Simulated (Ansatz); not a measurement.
C2H7AlO2 at its PBE0-D4/def2-TZVP geometry, where that method's forces vanish. Charge 0, multiplicity 1. The bonds changed during the relaxation, so this is another structure than the one it started from.

```xyz
12

C    -0.3413    1.9220    0.4700
O    -0.1617    1.0074   -0.5973
C     0.5013   -0.1200   -0.2927
O    -0.4859   -1.0996    0.5295
Al    0.1685   -1.8664   -1.1178
H     0.6160    2.1327    0.9615
H    -1.0483    1.5243    1.2036
H    -0.7413    2.8412    0.0444
H     1.3247    0.0494    0.4132
H    -0.0995   -1.3583    1.3715
H     1.2449   -2.9906   -0.7921
H    -0.9773   -2.0420   -2.1938
```

Task: What forces (eV/Å) does r2SCAN-D4/def2-TZVPP give on these atoms in Ansatz? (Best estimate.)

Result: The calculation gave: 
```
C1  -0.057  0.277  0.283
O2  -0.094 -0.020 -0.327
C3   0.408  0.012 -0.198
O4  -0.280 -0.231  0.146
Al5 -0.007 -0.038 -0.004
H6  -0.004 -0.008 -0.003
H7   0.008 -0.004 -0.006
H8   0.005 -0.022  0.007
H9  -0.003  0.014  0.042
H10  0.031 -0.006  0.043
H11 -0.021  0.022 -0.009
H12  0.015  0.006  0.024
```
